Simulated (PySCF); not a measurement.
Computed IR spectrum (relative IR intensity) of a molecule C6H4Cl, multiplicity 2. Geometry: PBE-D3(BJ)/def2-SVP. Other conformers were not sampled. Method: PBE-D3(BJ)/def2-SVP (PySCF). Frequencies are harmonic and unscaled.

Lines under 2 % of the strongest are left out, and lines within 2 cm⁻¹ are merged.

ν (cm⁻¹): 412 (vw), 452 (m), 686 (s), 767 (vs), 954 (w), 1023 (w), 1061 (m), 1076 (vs), 1333 (w), 1422 (s), 1539 (s), 3113 (vw), 3135 (vw) (against the strongest line: vs over 80 %, s over 45 %, m over 15 %, w over 4 %, vw less)

Problem. Which molecule gave these data?
A. Clc1[c]cccc1
B. Clc1c[c]ccc1
C. Clc1cc[c]cc1

Solution. C, Clc1cc[c]cc1
